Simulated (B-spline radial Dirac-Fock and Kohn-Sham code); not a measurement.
Model: ΔSCF Dirac-Fock with Breit, self-energy and vacuum polarisation, finite nucleus, configuration average. Program: a radial atomic solver. Correlation energy is missing from these numbers.

Question: Identify the element and charge state from the binding energies below (tabulated ground configuration; the least bound level is included).

```
level  binding energy (eV)
    K              89899.0
   L2              17102.2
   M1               5710.8
   M3               4916.6
   M4               4444.3
   N3               2238.5
 N4,5               2018.7
```

Answer: Pb⁴¹⁺: Z = 82 with 41 electrons, [Kr] 4d5. The hydrogen-like estimate √(E/Ry) = 81.3 for the K level lies 0.7 below Z (screening lowers it, relativity raises it); the outermost level, at 2018.7 eV, fixes the charge.

Values without a named source are computed, but for edge energies of neutral atoms, which are taken from tables.
